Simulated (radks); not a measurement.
Dipole-allowed excitations along the series with 10 electrons in [Ne]. Calculated with a radial shooting solver on a logarithmic mesh with Libxc functionals: non-relativistic Kohn-Sham, LDA (Slater exchange, Perdew-Wang correlation), spin-polarised, spherical densities, point nucleus. Time-dependent linear response with the Hartree and adiabatic LDA kernel, continuum included through the Sternheimer equations. Lines are the poles of the dipole polarisability below minus the highest occupied eigenvalue, found on a grid refined at the orbital gaps; the lowest seven at most are given, and weak or close lines can be missed. The first line takes the name of the lowest orbital gap if no other gap lies below it; otherwise a line is named after a gap within 0.6 % of it, if that gap stands alone.

species,-e(HOMO) (eV),lowest orbital gap (eV),first line (eV),f,strongest line (eV),its f,static alpha (bohr^3)
As23+,2290.5,2p-3s 1328.8,1330.8 (2p-3s),0.175,1455.7 (unassigned),3.06,0.001881
Se24+,2471.4,2p-3s 1431.3,1433.4 (2p-3s),0.174,1563.7 (unassigned),3.10,0.001639
Br25+,2659.1,2p-3s 1537.6,1539.8 (2p-3s),0.173,1675.5 (unassigned),3.13,0.001435
